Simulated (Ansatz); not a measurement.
```yaml
atoms:
  - { symbol: Fe, position_ang: [0.0000, 0.0000, 0.0000] }
  - { symbol: O, position_ang: [0.0000, 0.0000, 1.6164] }
```

Basis set: pcseg-2 (spherical functions). Charge 0, multiplicity 5.

Computed with Ansatz (development build ahead of 0.2.0); each method stands on the lowest determinant of its kind that the runs found.

(1) Give the atomization energy at this shape (free ground-state atoms in the same class of orbitals less the molecule, no zero-point energy) of quintet FeO by PBE (unrestricted), ROHF.

## Answers

(1)

```csv
method,atomization energy
PBE (unrestricted),5.52 eV
ROHF,-0.71 eV
```

Caution for ROHF: in another basis set an unrestricted determinant lies well below.

The shape needn't be a minimum at these levels.
